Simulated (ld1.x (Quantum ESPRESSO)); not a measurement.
## u(r) = r·R(r): atom against pseudo-atom (rubidium (Rb))

Columns: radius, all-electron u(r) and pseudo u(r) of the 4d shell (level -0.51 eV) of rubidium in the configuration [Ar] 3d10 4s2 4p6 4d0 5s0 5p1; BLYP, scalar-relativistic, PAW scheme, ld1.x (Quantum ESPRESSO) 7.5.

```
r (bohr)  all-electron   pseudo
   0.217        0.0809  -0.0004
   0.435        0.0879  -0.0034
   0.652        0.0178  -0.0111
   0.870       -0.0630  -0.0251
   1.088       -0.1328  -0.0462
   1.305       -0.1873  -0.0738
   1.522       -0.2283  -0.1071
   1.740       -0.2586  -0.1442
   1.957       -0.2808  -0.1825
   2.175       -0.2973  -0.2200
   2.392       -0.3096  -0.2539
   2.610       -0.3189  -0.2829
   2.827       -0.3260  -0.3057
   3.045       -0.3315  -0.3221
   3.262       -0.3354  -0.3326
   3.480       -0.3382  -0.3383
   3.697       -0.3399  -0.3407
   3.915       -0.3407  -0.3411
   4.132       -0.3408  -0.3408
   4.350       -0.3404  -0.3404
   4.567       -0.3398  -0.3398
   4.785       -0.3392  -0.3392
   5.002       -0.3385  -0.3385
   5.220       -0.3376  -0.3376
   5.437       -0.3364  -0.3364
   5.655       -0.3348  -0.3348
```

Question: How many radial nodes do the two functions have?

Answer: The all-electron 4d function has n − l − 1 = 1; the pseudo-wave has 0, since the states of the same l below it are removed with the core.

Question: At about which radius was the pseudo-wave matched?

Answer: 4.35 bohr. The columns agree to 0.0005 from 3.92 bohr on; several derivatives are matched, so the curves merge somewhat inside the radius.

Question: Is the pseudo-wave norm-conserving?

Answer: No, it belongs to a PAW set: the norm inside the radius is not constrained, and the difference is carried by the augmentation charge.
